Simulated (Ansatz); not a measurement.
Computed with Ansatz on PBE0-D4/def2-TZVP structures; ΔE is electronic, products minus reactants. CBS: MP2 limit from def2 TZ/QZ plus the TZ coupled-cluster correction, frozen cores. DFT in def2-TZVPP. One conformer a species, not always the lowest.

Consider the formal exchange of groups at the Si–B bond: `[SiH3]B[SiH2]Cl` + `CC(C)=N` → `CC(=N)[SiH3]` + `CB[SiH2]Cl`.

```
             level  ΔE (kcal/mol)  difference from CCSD(T)/CBS
            PBE-D4           -5.3                          0.6
         revPBE-D4           -5.3                          0.6
           ωB97M-V           -6.9                         -1.0
            B2PLYP           -6.5                         -0.6
               PBE           -5.3                          0.6
            revPBE           -5.3                          0.6
              PBE0           -4.9                          1.0
           LC-ωPBE           -5.1                          0.8
RPA@PBE/def2-TZVPP           -5.4                          0.5
       HF/def2-SVP           -4.6                          1.3
      MP2/def2-SVP           -5.6                          0.3
  CCSD(T)/def2-SVP           -4.1                          1.8
CCSD(T)/def2-TZVPP           -5.5                          0.4
SCS-MP2/def2-QZVPP           -6.8                         -0.9
      HF/CBS(def2)           -5.1                          0.8
    CCSD/CBS(def2)           -5.6                          0.3
       CCSD(T)/CBS           -5.9                            0
```

Question: What do rigid-rotor, harmonic-oscillator terms from PBE0-D4/def2-TZVP frequencies (298.15 K, 1 bar) make of the CCSD(T)/CBS value? (An estimate is asked.)

Answer: Computed: ΔZPE = -0.7 kcal/mol, ΔH = -6.5 kcal/mol, ΔS = -3 J/(mol·K), ΔG = -6.3 kcal/mol. Modes under 50 cm⁻¹ make the entropy rough.

Largest T1 diagnostic among the species: 0.012.

Leaving LDA and LC-ωPBE aside and taking each functional with its dispersion term where it has one, the values, not all of them listed here, spread over 2.2 kcal/mol, from ωB97M-V to B97M-V. At CCSD(T), def2-SVP lies +1.7 kcal/mol from the extrapolated value and def2-TZVPP +0.4 kcal/mol. From BLYP to BHLYP (50 % exact exchange), in def2-TZVPP and without D4, ΔE moves by +0.8 kcal/mol.
